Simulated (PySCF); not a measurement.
InMe2(CN) (`[CH3][In]([CH3])[C]#N`). Computed with PBE0-D3(BJ)/def2-SVP geometry optimisation, gas phase, def2 core potentials past Kr (PySCF).

```
atom  x, y, z in Å
In1   -0.0988   -0.1898    0.0065
C2     2.0345   -0.4476   -0.0200
H3     2.4681   -0.0481    0.9091
H4     2.4736    0.1046   -0.8640
H5     2.2883   -1.5122   -0.1086
C6    -1.3598    1.5504    0.0076
H7    -1.2402    2.0971   -0.9398
H8    -1.0772    2.2261    0.8282
H9    -2.4115    1.2560    0.1228
C10   -1.1984   -2.0579    0.0380
N11   -1.7806   -3.0644    0.0511
```

Q: Where is the centre of mass (commonest isotopes), and what is the radius of gyration?

A: Mass 170.954 u; centre at (-0.234, -0.421, 0.010) Å; Rg = √(Σ m r²/M) = 1.442 Å. As Ia + Ib + Ic = 2 Σ m r², the three principal moments sum to 710.7 u·Å².

Q: Which two atoms are farthest apart?

A: H5···H9, 5.46 Å; the next longest distance is 5.39 Å.

Q: Work out the bond lengths In1–C6, C2–H4, C6–H9, C10–N11 in Å.

A: For In1–C6 the difference vector is (-1.2610, 1.7402, 0.0011) Å, of length 2.1491 Å. In1–C6 2.149; C2–H4 1.100; C6–H9 1.098; C10–N11 1.163 Å.

Q: How far are the heavy atoms from their best plane (unweighted least squares)?

A: 0.001 Å rms; none is more than 0.002 Å off.

Q: How far apart are these pairs, which share no bond: C2···C6, H3···H5, H4···C10, H7···C10, H9···N11?

A: C2···C6 3.939 Å (2 bonds apart); H3···H5 1.792 Å (2 bonds apart); H4···C10 4.356 Å (3 bonds apart); H7···C10 4.269 Å (3 bonds apart); H9···N11 4.367 Å (4 bonds apart).

Q: Give the dihedral angles C6–In1–C2–H4, C2–In1–C6–H7, C10–In1–C6–H8, C10–In1–C6–H9.

A: C6–In1–C2–H4 -54° (synclinal); C2–In1–C6–H7 65° (synclinal); C10–In1–C6–H8 126° (anticlinal); C10–In1–C6–H9 5° (synperiplanar). Dihedral signs follow IUPAC: positive where, seen along the central bond, the front bond turns clockwise onto the rear one.

Q: What are the angles H3–C2–H5, In1–C2–H4, In1–C2–H5, In1–C6–H9, H7–C6–H8, In1–C6–H8, In1–C10–N11?

A: From the scalar product of the two bond vectors; for H3–C2–H5 it is -0.3977 Å² over 1.1004 × 1.0980 Å², cos θ = -0.3291. H3–C2–H5 109.2°; In1–C2–H4 110.2°; In1–C2–H5 110.3°; In1–C6–H9 110.2°; H7–C6–H8 108.0°; In1–C6–H8 110.3°; In1–C10–N11 179.5°.

Not checked by PBE0-D3(BJ)/def2-SVP frequencies.
